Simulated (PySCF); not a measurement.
carbon atom (C), triplet; B3LYP/6-311G** (PySCF).

Here is a job for PySCF.
```python
from pyscf import gto, scf, dft

mol = gto.M(
    atom='''
C     0.00000000    0.00000000    0.00000000
''',
    basis='6-311g**',
    spin=2,
    verbose=5,
)

mf = dft.UKS(mol)
mf.xc = 'b3lyp'
mf.grids.atom_grid = (75, 302)
mf.kernel()
mf.analyze()
```

Problem. Write the output that PySCF gives for this input, abridged.

Solution. 
```
PySCF version 2.14.0

[INPUT] verbose = 5
[INPUT] max_memory = 4000
[INPUT] num. atoms = 1
[INPUT] num. electrons = 6
[INPUT] charge = 0
[INPUT] spin (= nelec alpha-beta = 2S) = 2
[INPUT] symmetry False subgroup None
[INPUT] Mole.unit = angstrom
[INPUT] Symbol           X                Y                Z      unit          X                Y                Z       unit  Magmom
[...]
[INPUT] ---------------- BASIS SET ----------------
[INPUT] l, kappa, [nprim/nctr], expnt,             c_1 c_2 ...
[INPUT] C
[...]
                                682.024           0.0152306
                                154.973           0.0761269
                                44.4553           0.260801
                                13.029            0.616462
                                1.82773           0.221006
[...]
                                4.80331           0.919999
                                1.45933           -0.00303068
[...]
                                4.80331           0.237594
                                1.45933           0.815854
[...]
nuclear repulsion = 0
number of shells = 8
number of NR pGTOs = 31
number of NR cGTOs = 18
basis = 6-311g**
ecp = {}

******** <class 'pyscf.dft.uks.UKS'> ********
method = UKS
initial guess = minao
damping factor = 0
level_shift factor = 0
DIIS = <class 'pyscf.scf.diis.CDIIS'>
diis_start_cycle = 1
diis_space = 8
diis_damp = 0
SCF conv_tol = 1e-09
SCF conv_tol_grad = None
SCF max_cycles = 50
direct_scf = True
direct_scf_tol = 1e-13
number electrons alpha = 4  beta = 2
XC library pyscf.dft.libxc version 7.1.2
    S. Lehtola, C. Steigemann, M. J. T. Oliveira, and M. A. L. Marques,  SoftwareX 7, 1–5 (2018)
XC functionals = b3lyp
    P. J. Stephens, F. J. Devlin, C. F. Chabalowski, and M. J. Frisch,  J. Phys. Chem. 98, 11623 (1994)
radial grids:
    Treutler-Ahlrichs [JCP 102, 346 (1995); DOI:10.1063/1.469408] (M4) radial grids

becke partition: Becke, JCP 88, 2547 (1988); DOI:10.1063/1.454033
pruning grids: <function nwchem_prune>
grids dens level: 3
symmetrized grids: False
atomic radii adjust function: <function treutler_atomic_radii_adjust>
User specified grid scheme (75, 302)
small_rho_cutoff = 0
Set gradient conv threshold to 3.16228e-05
atom C rad-grids = 75, ang-grids = [ 50  50  50  50  50  50  50  50  50  50  50  50  50  50  50  50  50  50
  50  50  50  50  86  86  86  86  86  86  86  86  86  86 266 266 266 266
 266 266 302 302 302 302 302 302 302 302 302 302 302 302 302 302 302 302
 302 302 302 302 266 266 266 266 266 266 266 266 266 266 266 266 266 266
 266 266 266]
tot_boxes 729, boxes in each direction [7 7 7]
Padding 2 grids
tot grids = 14120
nelec by numeric integration = [2.99947713 2.99947713]
E1 = -50.75499892236812  E2 = 13.025753749896538  Ecoul = 18.192256783851537  Exc = -5.166503033954998
init E= -37.7292451724716
cond(S) = 21.95172901641691

  alpha mo_energy =
[-10.20266795  -0.50381975  -0.13171352  -0.13171352  -0.13171352
   0.43802935   0.43802935   0.43802935   0.4674732    1.33990103
   1.33990103   1.33990103   1.33990103   1.33990103   2.59844503
   2.59844503   2.59844503  23.14630081]
  beta  mo_energy =
[-10.20266795  -0.50381975  -0.13171352  -0.13171352  -0.13171352
   0.43802935   0.43802935   0.43802935   0.4674732    1.33990103
   1.33990103   1.33990103   1.33990103   1.33990103   2.59844503
   2.59844503   2.59844503  23.14630081]
multiplicity <S^2> = 2  2S+1 = 3
nelec by numeric integration = [4. 2.]
E1 = -50.09649566575782  E2 = 12.254839541868087  Ecoul = 17.410381731991084  Exc = -5.155542190122996
cycle= 1 E= -37.8416561238897  delta_E= -0.112  |g|= 0.128  |ddm|= 0.643
  alpha mo_energy =
[-10.42413671  -0.63243923  -0.30673265  -0.30673259  -0.19916865
   0.36042087   0.36042094   0.37765404   0.39043582   1.22338262
   1.22338263   1.22937663   1.22937681   1.24242757   2.44812817
   2.44812823   2.46690688  22.93371103]
  beta  mo_energy =
[-10.40052726  -0.53103079  -0.16593391  -0.12316075  -0.12316074
   0.39362241   0.4222163    0.4222163    0.43910982   1.28841893
   1.29991296   1.29991296   1.33506472   1.33506472   2.48570883
   2.52536577   2.5253658   22.95905766]
multiplicity <S^2> = 2.0012629  2S+1 = 3.0008418
nelec by numeric integration = [4. 2.]
E1 = -50.689120517660875  E2 = 12.835796065604509  Ecoul = 18.11913907244571  Exc = -5.283343006841199
cycle= 2 E= -37.8533244520564  delta_E= -0.0117  |g|= 0.0668  |ddm|= 0.245
  alpha mo_energy =
[-10.29604501  -0.5856722   -0.26376655  -0.26376645  -0.15308281
   0.38793482   0.38793491   0.40907017   0.42259202   1.26503548
   1.2650355    1.27196854   1.27196884   1.28610123   2.51440597
   2.5144061    2.53760905  23.05573455]
  beta  mo_energy =
[-10.26790826  -0.47913493  -0.12107919  -0.07582164  -0.07582163
   0.42584263   0.45791712   0.45791713   0.47323039   1.33222333
   1.34491087   1.34491088   1.38327104   1.38327104   2.5577413
   2.60163145   2.6016315   23.08513939]
multiplicity <S^2> = 2.0020651  2S+1 = 3.0013764
nelec by numeric integration = [4. 2.]
E1 = -50.50212163361756  E2 = 12.646162725179837  Ecoul = 17.888183542745086  Exc = -5.242020817565249
cycle= 3 E= -37.8559589084377  delta_E= -0.00263  |g|= 0.00529  |ddm|= 0.0937
  alpha mo_energy =
[-10.29546294  -0.58449213  -0.26366143  -0.26366131  -0.15057908
   0.38884101   0.38884111   0.41063269   0.42412768   1.26576899
   1.26576901   1.27383435   1.27383471   1.28884372   2.51553754
   2.51553767   2.54001519  23.05624246]
  beta  mo_energy =
[-10.26618427  -0.47519322  -0.11984531  -0.07267756  -0.07267755
   0.42724886   0.46041073   0.46041074   0.475864     1.333853
   1.34719974   1.34719975   1.38729906   1.38729906   2.55947611
   2.60461815   2.60461821  23.08691258]
multiplicity <S^2> = 2.002554  2S+1 = 3.0017022
nelec by numeric integration = [4. 2.]
E1 = -50.50498944942505  E2 = 12.649001289820596  Ecoul = 17.892092589252023  Exc = -5.243091299431427
cycle= 4 E= -37.8559881596045  delta_E= -2.93e-05  |g|= 0.000653  |ddm|= 0.0125
[...]
converged SCF energy = -37.8559884928937  <S^2> = 2.0025839  2S+1 = 3.0017221
Total Energy =                         -37.855988492893729
[...]
0 C 3dz^2       -0.00000   0.00000  -0.00002
0 C 3dxz        -0.00000  -0.00000   0.00002
0 C 3dx2-y2      0.00000   0.00000  -0.00000
 ** MO coefficients (expansion on meta-Lowdin AOs) for beta spin **
               #1        #2        #3        #4        #5
0 C 1s           0.99999  -0.00090  -0.00000   0.00000  -0.00000
0 C 2s          -0.00114  -0.99865   0.00000   0.00000  -0.00000
0 C 3s           0.00510  -0.04587   0.00000   0.00000  -0.00000
0 C 4s          -0.00144   0.00714  -0.00000  -0.00000   0.00000
0 C 2px         -0.00000  -0.00000  -0.45752  -0.26751   0.83151
0 C 2py         -0.00000   0.00000  -0.04962   0.94387   0.27667
0 C 2pz         -0.00000   0.00000   0.87718  -0.08613   0.44935
0 C 3px          0.00000   0.00000   0.06162   0.04591  -0.14271
0 C 3py         -0.00000   0.00000   0.00668  -0.16199  -0.04748
0 C 3pz         -0.00000  -0.00000  -0.11815   0.01478  -0.07712
0 C 4px         -0.00000   0.00000  -0.01431  -0.01074   0.03339
0 C 4py          0.00000  -0.00000  -0.00155   0.03790   0.01111
0 C 4pz          0.00000   0.00000   0.02743  -0.00346   0.01804
0 C 3dxy         0.00001   0.00093  -0.00000  -0.00000   0.00000
0 C 3dyz        -0.00003  -0.00178  -0.00000   0.00000  -0.00000
0 C 3dz^2        0.00023   0.01570   0.00000  -0.00000   0.00000
0 C 3dxz        -0.00024  -0.01645  -0.00000  -0.00000   0.00000
0 C 3dx2-y2      0.00006   0.00424   0.00000   0.00000  -0.00000
               #6        #7        #8        #9        #10
0 C 1s          -0.00000  -0.00000   0.00000  -0.00534   0.00025
0 C 2s          -0.00000  -0.00000   0.00000  -0.04601  -0.02376
0 C 3s           0.00000   0.00000  -0.00000   0.97229   0.01078
0 C 4s          -0.00000  -0.00000   0.00000  -0.22883  -0.00298
0 C 2px          0.06320   0.07043  -0.13674  -0.00000   0.00000
0 C 2py          0.00685  -0.15599  -0.07525   0.00000  -0.00000
0 C 2pz         -0.12117   0.02791  -0.07558  -0.00000   0.00000
0 C 3px          0.44995   0.39312  -0.76329  -0.00000   0.00000
0 C 3py          0.04880  -0.87077  -0.42007   0.00000   0.00000
0 C 3pz         -0.86268   0.15578  -0.42188  -0.00000   0.00000
0 C 4px         -0.08291  -0.07363   0.14296   0.00000   0.00000
0 C 4py         -0.00899   0.16309   0.07868  -0.00000  -0.00000
0 C 4pz          0.15897  -0.02918   0.07902   0.00000   0.00000
0 C 3dxy        -0.00000   0.00000   0.00000   0.00049  -0.04006
0 C 3dyz        -0.00000  -0.00000  -0.00000  -0.00094   0.07681
0 C 3dz^2        0.00000   0.00000  -0.00000   0.00829  -0.67601
0 C 3dxz         0.00000  -0.00000   0.00000  -0.00868   0.70817
0 C 3dx2-y2      0.00000  -0.00000   0.00000   0.00224  -0.18251
               #11       #12       #13       #14       #15
0 C 1s          -0.00000   0.00000   0.00000   0.00000  -0.00000
0 C 2s          -0.00000   0.00000   0.00000  -0.00000   0.00000
0 C 3s           0.00000  -0.00000  -0.00000   0.00000   0.00000
0 C 4s          -0.00000   0.00000   0.00000  -0.00000  -0.00000
0 C 2px          0.00000  -0.00000  -0.00000  -0.00000  -0.00287
0 C 2py          0.00000   0.00000  -0.00000  -0.00000  -0.00031
0 C 2pz          0.00000   0.00000   0.00000   0.00000   0.00551
0 C 3px         -0.00000  -0.00000   0.00000   0.00000   0.08409
0 C 3py         -0.00000  -0.00000   0.00000   0.00000   0.00912
0 C 3pz         -0.00000  -0.00000  -0.00000   0.00000  -0.16122
0 C 4px         -0.00000  -0.00000   0.00000   0.00000   0.45415
0 C 4py         -0.00000  -0.00000   0.00000   0.00000   0.04926
0 C 4pz         -0.00000  -0.00000   0.00000  -0.00000  -0.87071
0 C 3dxy        -0.42378  -0.18467   0.80440   0.37099  -0.00000
0 C 3dyz         0.84603   0.25105   0.44185   0.14166  -0.00000
0 C 3dz^2       -0.15479   0.69555  -0.03979   0.18264   0.00000
0 C 3dxz        -0.21594   0.53078  -0.13601   0.38897  -0.00000
0 C 3dx2-y2      0.18451  -0.37060  -0.37098   0.81095  -0.00000
               #16       #17       #18
0 C 1s          -0.00000  -0.00000  -0.00023
0 C 2s          -0.00000   0.00000   0.00356
0 C 3s           0.00000  -0.00000  -0.22894
0 C 4s          -0.00000   0.00000  -0.97343
0 C 2px         -0.00406   0.00542  -0.00000
0 C 2py          0.00622   0.00441  -0.00000
0 C 2pz         -0.00176   0.00308  -0.00000
0 C 3px          0.09852  -0.13167   0.00000
0 C 3py         -0.15112  -0.10703  -0.00000
0 C 3pz          0.04284  -0.07473  -0.00000
0 C 4px          0.52212  -0.69784   0.00000
0 C 4py         -0.80089  -0.56720   0.00000
0 C 4pz          0.22702  -0.39607  -0.00000
0 C 3dxy         0.00000   0.00000   0.00001
0 C 3dyz        -0.00000  -0.00000  -0.00003
0 C 3dz^2        0.00000   0.00000   0.00023
0 C 3dxz         0.00000   0.00000  -0.00024
0 C 3dx2-y2     -0.00000  -0.00000   0.00006

To work with the spin densities directly, `use mulliken_meta_spin()` only printing them here.

 ** Mulliken spin pop alpha/beta on meta-lowdin orthogonal AOs **
 ** Mulliken Spin Density (per AO)  **
spin_pop of  0 C 1s       -0.00001
spin_pop of  0 C 2s        0.00247
spin_pop of  0 C 3s       -0.00200
spin_pop of  0 C 4s       -0.00005
spin_pop of  0 C 2px       0.78473
spin_pop of  0 C 2py       0.99502
spin_pop of  0 C 2pz       0.21530
spin_pop of  0 C 3px       0.00160
spin_pop of  0 C 3py       0.00203
spin_pop of  0 C 3pz       0.00044
spin_pop of  0 C 4px       0.00034
spin_pop of  0 C 4py       0.00044
spin_pop of  0 C 4pz       0.00009
spin_pop of  0 C 3dxy     -0.00000
spin_pop of  0 C 3dyz     -0.00000
spin_pop of  0 C 3dz^2    -0.00019
spin_pop of  0 C 3dxz     -0.00020
spin_pop of  0 C 3dx2-y2   -0.00001
 ** Mulliken Spin Density (per atom)  **
spin density of  0 C =      2.00000
 ** Mulliken pop alpha/beta on meta-lowdin orthogonal AOs **
 ** Mulliken pop       alpha | beta **
[...]
In total             4.00000 | 2.00000
 ** Mulliken atomic charges   ( Nelec_alpha | Nelec_beta ) **
charge of  0C =     -0.00000  (     4.00000      2.00000 )
Dipole moment(X, Y, Z, Debye):  0.00000,  0.00000, -0.00000
```
